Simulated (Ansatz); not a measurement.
C₃H₉ClO₂SeSi (`CO[Si](Cl)(OC)[Se]C`), relaxed with RKS PBE0-D4/def2-TZVP in the Gaussian-basis code of Ansatz from a PBE-D4/def2-SVP geometry. The force threshold is 0.005 eV/Å; the program also tests the step.

Charge 0, multiplicity 1.

Start:

```xyz
17

C    -1.638    1.071   -0.850
O    -0.949   -0.169   -0.754
Si    0.336   -0.422    0.282
Cl    0.906   -2.367   -0.181
O    -0.065   -0.299    1.889
C    -0.922   -1.190    2.591
Se    2.005    1.082   -0.003
C     2.274    0.641   -1.916
H    -2.321    1.225    0.014
H    -0.935    1.934   -0.893
H    -2.245    1.060   -1.778
H    -0.896   -0.921    3.666
H    -0.591   -2.246    2.481
H    -1.973   -1.115    2.234
H     2.559   -0.422   -2.018
H     3.098    1.287   -2.270
H     1.356    0.850   -2.494
```

How much energy does the relaxation release, and in how many steps? (An estimate is asked.)

Computed: 0.12 eV, in 13 steps.

Which bonds change most? (Estimate.)

Ansatz gave: O2–Si3 from 1.670 to 1.629 Å; Si3–O5 from 1.661 to 1.621 Å; Si3–Cl4 from 2.079 to 2.050 Å; Se7–C8 from 1.981 to 1.960 Å.

Give the relaxed structure. (Estimate.)

Ansatz gave: 
```xyz
17

C    -1.615    1.055   -0.794
O    -0.917   -0.174   -0.729
Si    0.338   -0.447    0.273
Cl    0.881   -2.368   -0.194
O    -0.044   -0.326    1.844
C    -0.942   -1.164    2.545
Se    2.013    1.021   -0.011
C     2.263    0.644   -1.918
H    -2.246    1.194    0.088
H    -0.924    1.901   -0.865
H    -2.248    1.033   -1.682
H    -1.006   -0.800    3.570
H    -0.583   -2.197    2.554
H    -1.939   -1.140    2.096
H     2.594   -0.384   -2.051
H     3.035    1.329   -2.264
H     1.340    0.821   -2.464
```
